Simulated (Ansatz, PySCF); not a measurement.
SiClFI2, SMILES I[Si](F)(I)Cl. Atoms are numbered in the order given.

```xyz
5

F      1.9318    -1.0563     0.0000
Si     0.3563    -0.7046     0.0000
Cl    -0.6666    -2.4816     0.0000
I     -0.1284     0.5669    -2.0205
I     -0.1284     0.5669     2.0205
```
Charge 0, spin multiplicity 1.

Geometry: B3LYP-D3(BJ)/def2-SVP. The def2 effective core potentials stand for the cores of I; spin–orbit coupling is left out.

Two levels are set side by side: PBE-D3(BJ)/def2-SVP (Ansatz, a first-principles code) and B3LYP-D3(BJ)/def2-SVP (Ansatz). Each level has its own optimised geometry; the coordinates shown are those of the second. Frequencies come from the Hessian of PySCF at each geometry. Differences are taken from unrounded values.

| quantity | B3LYP-D3(BJ) | PBE-D3(BJ) | PBE-D3(BJ) minus B3LYP-D3(BJ) |
|---|---|---|---|
| mean bond length (Å) | 2.134 | 2.140 | 0.005 |
| bond F1–Si2 (Å) | 1.614 | 1.627 | 0.013 |
| bond Si2–Cl3 (Å) | 2.050 | 2.057 | 0.007 |
| bond Si2–I4 (Å) | 2.436 | 2.437 | 0.001 |
| bond Si2–I5 (Å) | 2.436 | 2.437 | 0.001 |
| highest harmonic wavenumber (cm⁻¹) | 913 | 886 | -26 |
| mean harmonic wavenumber (cm⁻¹) | 335 | 327 | -8 |
| zero-point energy (kcal/mol) | 4.31 | 4.20 | -0.11 |
